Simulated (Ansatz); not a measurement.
Z-matrix (Å, degrees):
```
C
C 1 1.490
H 1 1.088 2 112.5
H 1 1.093 2 108.9 3 121.8
H 1 1.093 2 109.0 3 -121.9
O 2 1.274 1 115.6 3 179.6
C 2 1.395 1 120.6 3 0.1
Al 6 1.822 2 126.5 1 173.5
C 7 1.395 2 123.1 1 178.3
H 7 1.080 2 118.5 1 -0.4
F 8 1.665 6 106.6 2 -97.8
O 8 1.822 6 95.2 2 11.2
C 8 1.939 6 113.2 2 129.2
C 9 1.490 7 120.6 2 -178.3
H 13 1.094 8 111.5 6 66.9
H 13 1.094 8 111.5 6 -173.7
H 13 1.094 8 112.1 6 -53.4
H 14 1.093 9 109.0 7 122.2
H 14 1.093 9 108.9 7 -121.5
H 14 1.088 9 112.5 7 0.2
```

Total charge 0; spin multiplicity 1.

List the PBE0/def2-TZVPP orbital energies in eV (the Gaussian-basis code of Ansatz). (Estimate.)

Computed: Occupied: -1526.98, -671.63, -523.36, -523.36, -281.38, -281.38, -278.70, -278.70, -278.45, -276.75, -112.81, -72.88, -72.82, -72.74, -30.68, -30.23, -29.72, -22.88, -21.76, -20.51, -18.42, -17.27, -16.39, -15.01, -14.42, -13.49, -12.90, -12.79, -12.42, -12.00, -11.55, -11.50, -11.20, -10.87, -10.54, -10.42, -10.13, -10.07, -9.93, -8.64, -7.99, -7.51. Lowest empty: -2.07, 0.76, 1.31, 1.42, 1.62, 1.91, 2.49, 2.68.
